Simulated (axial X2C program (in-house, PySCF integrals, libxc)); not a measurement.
# HfP⁻: cheaper levels and CCSD(T), 2c

All values were computed with an in-house all-electron X2C program for linear molecules (integrals from PySCF). Two-component (2c) means X2C with spin–orbit coupling and atomic mean-field two-electron Coulomb and Gaunt terms. Basis: Hf dyall-acv3z [14s15p10d7f4g], P dyall-av3z [9s8p3d2f] (cores contracted in-house); Gaussian nuclei, density fitting, unrestricted open shells. Masses: Hf 179.947 u, P 30.974 u.

State: Ω = 0 (closed shell); fragments Hf + P- for PBE0, CCSD, TPSS, CCSD(T); Hf- + P for HF.

```csv
level,Re (Å),ωe (cm⁻¹)
PBE0,2.210,504.0
HF,2.224,522.3
CCSD,2.242,492.9
TPSS,2.223,483.6
```

Correlated methods: 10 electrons correlated (number of frozen shells: Hf 5 s, 4 p, 2 d, 1 f; P 2 s, 1 p), 336 virtual spin orbitals or spinors in MP2, 90 natural virtuals in coupled cluster.

CCSD(T), same Hamiltonian and basis:

Re = 2.261 Å, ωe = 469.1 cm⁻¹; T1 = 0.047 (Lee–Taylor normalisation).

(1) Give the differences from CCSD(T) in the columns below.

Occupations by symmetry block were frozen at the best pattern of an incomplete PBE0 search. Closed shells are restricted here (equal orbitals for both partners); the stretched side of such a curve lies too high. De is not given where an atomic determinant may have missed its ground term or J level, or where the truncated virtual space spoils (T). Coupled cluster ran in a truncated set of natural virtual spinors; the MP2 energy of the rest was added. (T) has no such correction and the atoms are truncated less, which lowers De at CCSD(T) by a hundredth of an eV or more. Without a current term, density functionals place determinants with orbital angular momentum somewhat too high. The outer-core s and p shells of the metal are frozen in the correlated rows, which leaves out core–valence correlation; for alkali and alkaline-earth bonds that tends to lengthen them. The highest occupied level of some functionals is positive through self-interaction error; at Hartree–Fock it is bound. The T1 diagnostic is large, a sign of multireference character. The stretched end of a curve changes character and is left out. With the outer-core shells frozen, correlated bond lengths of heavy atoms tend to come out a few hundredths of an ångström too long.

Results:

(1) 

| level | ΔRe (Å) | Δωe (cm⁻¹) |
| --- | --- | --- |
| PBE0 | -0.051 | 35 |
| HF | -0.037 | 53 |
| CCSD | -0.019 | 24 |
| TPSS | -0.038 | 14 |
